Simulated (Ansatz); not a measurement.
`NC1=C(O)[SiH2]N1`, charge 0, multiplicity 1.

(1) Give a relaxed structure at PBE0-D4/def2-TZVP (the Gaussian-basis code of Ansatz). (Best estimate.)

## Answers

(1) Computed: 
Cartesian coordinates in Å:
```
N 1.530 -1.197 -0.358
C 0.416 -0.460 -0.064
C 0.169 0.872 -0.147
O 1.097 1.833 -0.455
Si -1.571 0.483 0.262
N -0.771 -1.108 0.386
H 2.365 -0.648 -0.499
H 1.668 -2.001 0.236
H 0.979 2.582 0.134
H -2.628 0.512 -0.788
H -2.180 0.986 1.524
H -1.075 -1.855 -0.232
```
This is one stationary point; other conformers may exist.
